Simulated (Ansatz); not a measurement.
Process, species as SMILES: [AsH2] (AsH2) → [AsH2-] (an electron is taken up)
B3LYP-D3(BJ)/def2-TZVP geometries, fixed; electronic energies without zero-point terms; positive where energy is released.
Largest species:
```xyz
3

As    -0.0239    -0.0491    -0.0281
H     -0.0021     1.4525    -0.3209
H      0.7904     0.1673     1.2490
```
Charge 0, spin multiplicity 2.

The adiabatic electron affinity at CCSD(T) with Ansatz (a program for electronic structure), in eV, split into its Hartree-Fock and correlation parts. Cores are frozen (with 3d on Ga to Br). Open shells are unrestricted. No added dispersion term, no relativity. Functions are those of the species that has most. These sets lack the diffuse functions that anions need.

```csv
basis,X,functions,Hartree-Fock,CCSD(T)
cc-pVDZ,2,37,-0.327,0.250
cc-pVTZ,3,71,-0.017,0.888
cc-pVQZ,4,128,0.089,1.113
```

Worked estimate of the basis-set limit from each neighbouring pair, with Hartree-Fock from the larger set and the correlation part extrapolated as X^-3.
Correlation parts: X = 2: 0.577, X = 3: 0.905, X = 4: 1.024.
- (2,3): (27·(0.905) - 8·(0.577))/19 = 1.043; with Hartree-Fock -0.017 the estimate is 1.026 eV.
- (3,4): (64·(1.024) - 27·(0.905))/37 = 1.111; with Hartree-Fock 0.089 the estimate is 1.200 eV.
The last two estimates differ by 0.174 eV; the largest set lies 0.087 from the last. Over the last step Hartree-Fock moves by 0.106 and the correlation part by 0.119.
